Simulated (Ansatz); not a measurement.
Coupled-cluster diagnostics for the cluster NbS₄, Ansatz.

Geometry of the doublet (PBE0-D4/def2-SVP):

```xyz
5

Nb   -0.0711    0.8661    0.2413
S     0.1464   -1.4324   -0.4743
S    -0.8597    1.1368    2.2205
S     1.9491   -0.3338   -0.3637
S    -1.1647   -0.2367   -1.6237
```

In the def2 sets Nb takes a core potential; there is no spin–orbit coupling. Correlated methods freeze 20 core orbitals; core or outer-core shells of Nb are correlated, in sets that lack core-valence functions. No other spin state of charge 0 was run. Another isomer (doublet) lies 0.09 eV lower at PBE0-D4/def2-TZVP; other spin states weren't run for this one.

Q: Estimate the CCSD(T) correlation energy, the shares of MP2 and (T), T1 and the reference's ⟨S²⟩ for: charge 0, doublet, own geometry in def2-SVP; and the rough time on 4 threads of Arm Neoverse V2 on a shared host.

A: 
```json
{"state": "charge 0, doublet, own geometry", "basis": "def2-SVP", "correlation (eV)": "-23.735", "MP2 share (%)": "91.7", "(T) share (%)": "5.4", "T1": "0.039", "⟨S²⟩ (pure)": "1.00 (0.75)", "wall time": "21 s", "remarks": "spin-contaminated (⟨S²⟩ 1.00)"}
```
Customary marks for T1 are 0.02 (closed shells), 0.045 (open shells) and about 0.05 (3d metals). T1 exceeds 0.02 in 1 of 1 rows and 0.045 in 0; the higher it lies, the less the single-reference result can be trusted.
